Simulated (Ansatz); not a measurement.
Compare A (`C=C[SiH2]N`) with its isomer B (`C=N[SiH2]C`).

Computed with Ansatz on PBE0-D4/def2-TZVP structures; ΔE is electronic, products minus reactants. CCSD(T)/CBS adds triple-zeta CCSD(T) − MP2 to the extrapolated MP2 energy (def2 sets, frozen cores). Functionals use def2-TZVPP. B3LYP here is the variant with VWN-RPA as its local correlation; programs differ in this. Each species was taken in one conformer, which may not be the lowest.

(1) Which isomer does CCSD(T)/CBS put lower? Give the gap. (Best estimate.)

(2) Give E(B) − E(A) in kcal/mol with HF/def2-TZVPP, B3LYP, r2SCAN-D4, CCSD(T)/def2-SVP, PBE0-D4, PBE-D4, CCSD/def2-TZVPP. (Best estimate.)

(3) Does the order hold for the free energy at 298.15 K (harmonic terms from PBE0-D4)? (Best estimate.)

Largest T1 diagnostic: 0.012.

Results:

(1) The calculation gave: A, by 6.2 kcal/mol.

(2) The calculation gave: HF/def2-TZVPP 4.6, B3LYP 4.3, r2SCAN-D4 4.7, CCSD(T)/def2-SVP 2.1, PBE0-D4 5.1, PBE-D4 4.1, CCSD/def2-TZVPP 5.2. None reverses the order clearly.

(3) Ansatz gave: Yes: G(B) − G(A) = +5.7 kcal/mol, for one conformer each.

At CCSD(T), def2-SVP lies −4.1 kcal/mol from the extrapolated value and def2-TZVPP −1.2 kcal/mol. From r2SCAN to r2SCAN0 (25 % exact exchange), in def2-TZVPP and without D4, E(B) − E(A) moves by +0.8 kcal/mol.
